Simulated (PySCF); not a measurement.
C5H5FO, SMILES F[C@@]1(C=O)C=CC1. Geometry optimised at PBE-D3(BJ)/def2-SVP. The structure was generated by enumeration; whether it is a known compound was not checked. One conformer was computed; it need not be the lowest.

Task: Give the equilibrium geometry at PBE-D3(BJ)/def2-SVP (PySCF confirms it by a frequency run) as a Z-matrix. (The exact figures need the calculation; the answer reports its results.)

Result: Several could match; the one computed here: 
```
C
F 1 1.3871
C 1 1.5212 2 117.11
C 3 1.3528 1 92.77 2 124.00
H 3 1.0999 4 135.30 1 -174.51
H 4 1.1010 3 133.18 5 -2.67
C 4 1.5172 6 131.69 3 176.57
H 7 1.1086 4 115.03 6 77.43
H 7 1.1092 8 110.48 1 -129.90
C 1 1.5319 2 107.28 3 -128.88
O 10 1.2109 1 124.90 2 -157.36
H 10 1.1332 11 122.91 1 179.46
```
